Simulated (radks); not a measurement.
Values are calculated unless marked as measured or tabulated.
Polarisability of the neodymium ion Nd5+, [Kr] 4d10 4f2 5s2 5p5, at imaginary frequency. Level of theory: scalar-relativistic Kohn-Sham, exchange-only LDA, spin-unpolarised, spherical densities, finite nucleus; Fermi nuclear charge, rms radius 4.9123 fm (a radial shooting solver on a logarithmic mesh with Libxc functionals). Response by self-consistent Sternheimer equations with the Hartree and adiabatic exchange-only LDA kernel, the relativistic mass of each level held fixed and spin-orbit coupling left out.

w (hartree)  alpha1(iw) (bohr^3)
0.00266                    4.445
0.0143                     4.445
0.0360                     4.442
0.0697                     4.432
0.118                      4.408
0.186                      4.354
0.280                      4.244
0.413                      4.036
0.605                      3.667
0.892                      3.081
1.35                       2.291
2.12                       1.452
3.59                      0.7671
6.94                      0.3115
17.5                     0.07362

Static values: alpha1 = 4.445 bohr^3 (0.6587 angstrom^3; uncoupled 7.705). C6 = 21.48, triple-dipole C9 = 68.02 atomic units. One-pole (London) frequency 4 C6 / (3 alpha1^2) = 1.449 hartree, against 2.340 for minus the highest occupied eigenvalue.
